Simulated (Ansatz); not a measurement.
Ansatz (a first-principles code) input (RI-MP2/cc-pVQZ):
A basis named .json is the Basis Set Exchange file of that set.

Ansatz 0.2 input:
```yaml
crystal:
  periodic: [false, false, false]
  atoms:
    - {symbol: C, position_ang: [-2.03777160, -0.16937816, 0.02863602]}
    - {symbol: C, position_ang: [-0.80155869, 0.24959402, -0.78959506]}
    - {symbol: C, position_ang: [0.41194753, -0.59836031, -0.56218718]}
    - {symbol: C, position_ang: [1.40738607, -0.23961307, 0.32359163]}
    - {symbol: O, position_ang: [1.50773531, 0.79975492, 1.04096261]}
    - {symbol: H, position_ang: [-2.32798233, -1.19876945, -0.20612753]}
    - {symbol: H, position_ang: [-2.90571636, 0.47960169, -0.16174131]}
    - {symbol: H, position_ang: [-1.80316366, -0.12924215, 1.09445665]}
    - {symbol: H, position_ang: [-0.54746423, 1.27900230, -0.51459585]}
    - {symbol: H, position_ang: [-1.08846548, 0.26583824, -1.85317233]}
    - {symbol: H, position_ang: [0.49335769, -1.55348122, -1.07510310]}
    - {symbol: H, position_ang: [2.23753221, -0.99444365, 0.38591000]}
basis:
  gaussian:
    orbitals: cc-pVQZ
    fitting: {mean_field: def2-universal-jkfit, correlation: cc-pVQZ-RIFIT.json}
total_charge: -1
magnetization: {spin_polarized: false}
correlation: {method: mp2, electrons: outside_noble_gas}
```

End of the output:

```
integrals: 0.86 GiB planned
503 factors; integrals over basis functions are off by at most 4.1e0 eV
mean field: 1.90 GiB planned
mean field evaluation 1: about -6268.4502 eV, gradient 3.3e1 eV
mean field evaluation 2: about -6270.8576 eV, gradient 1.8e1 eV
mean field evaluation 4: about -6271.4778 eV, gradient 1.3e0 eV
mean field evaluation 8: about -6271.4835 eV, gradient 2.0e-6 eV
mean field -6271.48347213 eV, -230.4727666367 hartree, gradient 2.0e-6 eV, S^2 0.000000; 0 other end points of the search recorded, 0 dependent functions left out
5 core orbitals not correlated
1045 factors; their error is unknown
reference -6271.48347213 eV, -230.4727666367 hartree; 15, 15 occupied and 465, 465 virtual orbitals, 1045 factors
second order -27.10899228 eV of doubles, -0.00000000 eV of singles
Total energy: -6298.59246441 eV, -231.4690037277 hartree
```

It need not be the lowest isomer of its formula. Whether it binds its extra electron was not tested at this geometry.
